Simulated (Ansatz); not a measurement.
Ansatz (a quantum-chemistry and plane-wave program) input (B3LYP/6-31G* with LANL2DZ past Ar): The .json file joins the Basis Set Exchange's 6-31G* for atoms up to Ar and LANL2DZ past it.

Ansatz 0.2 input:
```yaml
crystal:
  periodic: [false, false, false]
  atoms:
    - {symbol: C, position_ang: [-1.66408910, -0.68465914, 0.04090001]}
    - {symbol: Ge, position_ang: [-0.02940277, 0.34734951, -0.06829869]}
    - {symbol: C, position_ang: [1.58655606, -0.75909935, 0.23210869]}
    - {symbol: H, position_ang: [-2.11938242, -1.14839876, -0.83085018]}
    - {symbol: H, position_ang: [-2.17244105, -0.87161338, 0.98382774]}
    - {symbol: H, position_ang: [0.06469567, 1.00236976, -1.47148173]}
    - {symbol: H, position_ang: [-0.06517768, 1.47549999, 0.99669269]}
    - {symbol: H, position_ang: [1.55826513, -1.22110943, 1.22349283]}
    - {symbol: H, position_ang: [2.48486344, -0.13696277, 0.16399183]}
    - {symbol: H, position_ang: [1.65526362, -1.55241871, -0.51816731]}
basis:
  gaussian:
    orbitals: 6-31Gs+LANL2DZ.json
hamiltonian:
  xc: {name: B3LYP}
magnetization: {spin_polarized: true, initial_magnetization: 1}
phonons: {temperatures: {t_min: 298.15, t_max: 298.15, t_step: 100}}
```

Output:

```
Functional definition: B3LYP
integrals: 0.02 GiB planned
699 factors; integrals over basis functions are off by at most 4.2e-4 eV
mean field: 0.19 GiB planned
mean field evaluation 1: about -2283.3492 eV, gradient 3.5e1 eV
mean field evaluation 2: about -2280.9554 eV, gradient 3.9e1 eV
mean field evaluation 4: about -2289.0669 eV, gradient 1.2e0 eV
mean field evaluation 8: about -2289.0843 eV, gradient 2.2e-2 eV
mean field -2289.08429966 eV, -84.1222964156 hartree, gradient 3.9e-5 eV, S^2 0.754173; 0 other end points of the search recorded, 0 dependent functions left out
the calculation of the forces begins
reference -2289.08450291 eV, -84.1223038849 hartree; 12, 11 occupied and 40, 41 virtual orbitals, 699 factors
these checks for a lower state are left out or cut short: stability, starts, cluster_reference, orbital_swaps, neighbouring_geometries, increment
integrals: 0.02 GiB planned
699 factors; integrals over basis functions are off by at most 4.2e-4 eV
mean field: 0.19 GiB planned
mean field evaluation 16: about -2289.0743 eV, gradient 1.9e-1 eV
mean field -2289.08420490 eV, -84.1222929330 hartree, gradient 9.5e-7 eV, S^2 0.754175; 0 other end points of the search recorded, 0 dependent functions left out
the calculation of the forces begins
reference -2289.08440814 eV, -84.1223004020 hartree; 12, 11 occupied and 40, 41 virtual orbitals, 699 factors
these checks for a lower state are left out or cut short: stability, starts, cluster_reference, orbital_swaps, neighbouring_geometries, increment
integrals: 0.02 GiB planned
699 factors; integrals over basis functions are off by at most 4.2e-4 eV
mean field: 0.19 GiB planned
mean field -2289.08420351 eV, -84.1222928819 hartree, gradient 1.1e-6 eV, S^2 0.754172; 0 other end points of the search recorded, 0 dependent functions left out
the calculation of the forces begins
reference -2289.08440676 eV, -84.1223003514 hartree; 12, 11 occupied and 40, 41 virtual orbitals, 699 factors
these checks for a lower state are left out or cut short: stability, starts, cluster_reference, orbital_swaps, neighbouring_geometries, increment
integrals: 0.02 GiB planned
699 factors; integrals over basis functions are off by at most 4.2e-4 eV
mean field: 0.19 GiB planned
mean field evaluation 32: about -2289.0842 eV, gradient 7.0e-7 eV
mean field -2289.08424886 eV, -84.1222945484 hartree, gradient 7.1e-7 eV, S^2 0.754174; 0 other end points of the search recorded, 0 dependent functions left out
the calculation of the forces begins
reference -2289.08445209 eV, -84.1223020170 hartree; 12, 11 occupied and 40, 41 virtual orbitals, 699 factors
these checks for a lower state are left out or cut short: stability, starts, cluster_reference, orbital_swaps, neighbouring_geometries, increment
integrals: 0.02 GiB planned
699 factors; integrals over basis functions are off by at most 4.2e-4 eV
mean field: 0.19 GiB planned
mean field -2289.08424742 eV, -84.1222944958 hartree, gradient 9.4e-7 eV, S^2 0.754173; 0 other end points of the search recorded, 0 dependent functions left out
the calculation of the forces begins
reference -2289.08445069 eV, -84.1223019658 hartree; 12, 11 occupied and 40, 41 virtual orbitals, 699 factors
these checks for a lower state are left out or cut short: stability, starts, cluster_reference, orbital_swaps, neighbouring_geometries, increment
integrals: 0.02 GiB planned
699 factors; integrals over basis functions are off by at most 4.2e-4 eV
mean field: 0.19 GiB planned
mean field -2289.08413227 eV, -84.1222902639 hartree, gradient 2.5e-6 eV, S^2 0.754174; 0 other end points of the search recorded, 0 dependent functions left out
the calculation of the forces begins
reference -2289.08433552 eV, -84.1222977333 hartree; 12, 11 occupied and 40, 41 virtual orbitals, 699 factors
these checks for a lower state are left out or cut short: stability, starts, cluster_reference, orbital_swaps, neighbouring_geometries, increment
integrals: 0.02 GiB planned
699 factors; integrals over basis functions are off by at most 4.2e-4 eV
mean field: 0.19 GiB planned
mean field -2289.08413308 eV, -84.1222902938 hartree, gradient 2.5e-6 eV, S^2 0.754174; 0 other end points of the search recorded, 0 dependent functions left out
the calculation of the forces begins
reference -2289.08433633 eV, -84.1222977629 hartree; 12, 11 occupied and 40, 41 virtual orbitals, 699 factors
these checks for a lower state are left out or cut short: stability, starts, cluster_reference, orbital_swaps, neighbouring_geometries, increment
integrals: 0.02 GiB planned
699 factors; integrals over basis functions are off by at most 4.2e-4 eV
mean field: 0.19 GiB planned
mean field -2289.08422515 eV, -84.1222936772 hartree, gradient 9.7e-7 eV, S^2 0.754174; 0 other end points of the search recorded, 0 dependent functions left out
[...]
reference -2289.08441216 eV, -84.1223005496 hartree; 12, 11 occupied and 40, 41 virtual orbitals, 699 factors
these checks for a lower state are left out or cut short: stability, starts, cluster_reference, orbital_swaps, neighbouring_geometries, increment
integrals: 0.02 GiB planned
699 factors; integrals over basis functions are off by at most 4.2e-4 eV
mean field: 0.19 GiB planned
mean field -2289.08422738 eV, -84.1222937591 hartree, gradient 1.6e-6 eV, S^2 0.754173; 0 other end points of the search recorded, 0 dependent functions left out
the calculation of the forces begins
reference -2289.08443066 eV, -84.1223012297 hartree; 12, 11 occupied and 40, 41 virtual orbitals, 699 factors
these checks for a lower state are left out or cut short: stability, starts, cluster_reference, orbital_swaps, neighbouring_geometries, increment
integrals: 0.02 GiB planned
699 factors; integrals over basis functions are off by at most 4.2e-4 eV
mean field: 0.19 GiB planned
mean field -2289.08422493 eV, -84.1222936693 hartree, gradient 1.6e-6 eV, S^2 0.754174; 0 other end points of the search recorded, 0 dependent functions left out
the calculation of the forces begins
reference -2289.08442815 eV, -84.1223011373 hartree; 12, 11 occupied and 40, 41 virtual orbitals, 699 factors
these checks for a lower state are left out or cut short: stability, starts, cluster_reference, orbital_swaps, neighbouring_geometries, increment
integrals: 0.02 GiB planned
699 factors; integrals over basis functions are off by at most 4.2e-4 eV
mean field: 0.19 GiB planned
mean field -2289.08425550 eV, -84.1222947926 hartree, gradient 1.2e-6 eV, S^2 0.754174; 0 other end points of the search recorded, 0 dependent functions left out
the calculation of the forces begins
reference -2289.08445877 eV, -84.1223022626 hartree; 12, 11 occupied and 40, 41 virtual orbitals, 699 factors
these checks for a lower state are left out or cut short: stability, starts, cluster_reference, orbital_swaps, neighbouring_geometries, increment
integrals: 0.02 GiB planned
699 factors; integrals over basis functions are off by at most 4.2e-4 eV
mean field: 0.19 GiB planned
mean field -2289.08425763 eV, -84.1222948709 hartree, gradient 1.4e-6 eV, S^2 0.754173; 0 other end points of the search recorded, 0 dependent functions left out
the calculation of the forces begins
reference -2289.08446086 eV, -84.1223023395 hartree; 12, 11 occupied and 40, 41 virtual orbitals, 699 factors
these checks for a lower state are left out or cut short: stability, starts, cluster_reference, orbital_swaps, neighbouring_geometries, increment
integrals: 0.02 GiB planned
699 factors; integrals over basis functions are off by at most 4.2e-4 eV
mean field: 0.19 GiB planned
mean field evaluation 320: about -2289.0745 eV, gradient 6.3e-2 eV
mean field -2289.08428554 eV, -84.1222958965 hartree, gradient 9.2e-6 eV, S^2 0.754173; 0 other end points of the search recorded, 0 dependent functions left out
the calculation of the forces begins
reference -2289.08448879 eV, -84.1223033657 hartree; 12, 11 occupied and 40, 41 virtual orbitals, 699 factors
these checks for a lower state are left out or cut short: stability, starts, cluster_reference, orbital_swaps, neighbouring_geometries, increment
integrals: 0.02 GiB planned
699 factors; integrals over basis functions are off by at most 4.2e-4 eV
mean field: 0.19 GiB planned
mean field -2289.08428535 eV, -84.1222958894 hartree, gradient 9.2e-6 eV, S^2 0.754174; 0 other end points of the search recorded, 0 dependent functions left out
the calculation of the forces begins
reference -2289.08448860 eV, -84.1223033588 hartree; 12, 11 occupied and 40, 41 virtual orbitals, 699 factors
these checks for a lower state are left out or cut short: stability, starts, cluster_reference, orbital_swaps, neighbouring_geometries, increment
integrals: 0.02 GiB planned
699 factors; integrals over basis functions are off by at most 4.2e-4 eV
mean field: 0.19 GiB planned
mean field -2289.08428548 eV, -84.1222958945 hartree, gradient 2.4e-6 eV, S^2 0.754173; 0 other end points of the search recorded, 0 dependent functions left out
the calculation of the forces begins
reference -2289.08448873 eV, -84.1223033635 hartree; 12, 11 occupied and 40, 41 virtual orbitals, 699 factors
these checks for a lower state are left out or cut short: stability, starts, cluster_reference, orbital_swaps, neighbouring_geometries, increment
integrals: 0.02 GiB planned
699 factors; integrals over basis functions are off by at most 4.2e-4 eV
mean field: 0.19 GiB planned
mean field -2289.08428744 eV, -84.1222959663 hartree, gradient 2.2e-6 eV, S^2 0.754174; 0 other end points of the search recorded, 0 dependent functions left out
the calculation of the forces begins
reference -2289.08449070 eV, -84.1223034359 hartree; 12, 11 occupied and 40, 41 virtual orbitals, 699 factors
these checks for a lower state are left out or cut short: stability, starts, cluster_reference, orbital_swaps, neighbouring_geometries, increment
integrals: 0.02 GiB planned
699 factors; integrals over basis functions are off by at most 4.2e-4 eV
mean field: 0.19 GiB planned
mean field -2289.08423916 eV, -84.1222941922 hartree, gradient 1.5e-6 eV, S^2 0.754174; 0 other end points of the search recorded, 0 dependent functions left out
the calculation of the forces begins
reference -2289.08444240 eV, -84.1223016611 hartree; 12, 11 occupied and 40, 41 virtual orbitals, 699 factors
these checks for a lower state are left out or cut short: stability, starts, cluster_reference, orbital_swaps, neighbouring_geometries, increment
integrals: 0.02 GiB planned
699 factors; integrals over basis functions are off by at most 4.2e-4 eV
mean field: 0.19 GiB planned
mean field -2289.08423780 eV, -84.1222941420 hartree, gradient 1.3e-6 eV, S^2 0.754173; 0 other end points of the search recorded, 0 dependent functions left out
the calculation of the forces begins
reference -2289.08444106 eV, -84.1223016117 hartree; 12, 11 occupied and 40, 41 virtual orbitals, 699 factors
these checks for a lower state are left out or cut short: stability, starts, cluster_reference, orbital_swaps, neighbouring_geometries, increment
integrals: 0.02 GiB planned
699 factors; integrals over basis functions are off by at most 4.2e-4 eV
mean field: 0.19 GiB planned
mean field evaluation 352: about -2289.0744 eV, gradient 7.4e-2 eV
mean field -2289.08423998 eV, -84.1222942222 hartree, gradient 2.8e-6 eV, S^2 0.754173; 0 other end points of the search recorded, 0 dependent functions left out
the calculation of the forces begins
reference -2289.08444322 eV, -84.1223016912 hartree; 12, 11 occupied and 40, 41 virtual orbitals, 699 factors
these checks for a lower state are left out or cut short: stability, starts, cluster_reference, orbital_swaps, neighbouring_geometries, increment
integrals: 0.02 GiB planned
699 factors; integrals over basis functions are off by at most 4.2e-4 eV
mean field: 0.19 GiB planned
mean field -2289.08424516 eV, -84.1222944124 hartree, gradient 2.6e-6 eV, S^2 0.754174; 0 other end points of the search recorded, 0 dependent functions left out
the calculation of the forces begins
reference -2289.08444841 eV, -84.1223018820 hartree; 12, 11 occupied and 40, 41 virtual orbitals, 699 factors
Total energy: -2289.08450291 eV, -84.1223038849 hartree
Atom 0 at    -1.664089    -0.684659     0.040900 Å, force     0.000339     0.000321    -0.000132 eV/Å
Atom 1 at    -0.029403     0.347350    -0.068299 Å, force     0.001609     0.000926    -0.000127 eV/Å
Atom 2 at     1.586556    -0.759099     0.232109 Å, force     0.000119     0.000098     0.000056 eV/Å
Atom 3 at    -2.119382    -1.148399    -0.830850 Å, force    -0.000535    -0.000998     0.000018 eV/Å
Atom 4 at    -2.172441    -0.871613     0.983828 Å, force    -0.001097    -0.000242     0.000229 eV/Å
Atom 5 at     0.064696     1.002370    -1.471482 Å, force    -0.000067    -0.000135     0.000516 eV/Å
Atom 6 at    -0.065178     1.475500     0.996693 Å, force     0.000015    -0.000547    -0.000199 eV/Å
Atom 7 at     1.558265    -1.221109     1.223493 Å, force    -0.000392     0.000686     0.000597 eV/Å
Atom 8 at     2.484863    -0.136963     0.163992 Å, force     0.000397    -0.000435     0.000034 eV/Å
Atom 9 at     1.655264    -1.552419    -0.518167 Å, force    -0.000388     0.000327    -0.000993 eV/Å
Dipole moment:     0.024797    -0.156554     0.030990 e Å
Vibrations: 54.23 141.62 181.18 416.87 520.67 568.11 586.67 621.14 715.25 827.40 875.11 879.75 889.71 1311.74 1425.27 1497.26 1499.46 2068.36 2071.29 3063.42 3145.47 3150.53 3156.44 3253.98 cm⁻¹, zero-point energy 2.040838 eV
```

The blocks after the first are displaced geometries, from whose forces the wavenumbers follow.
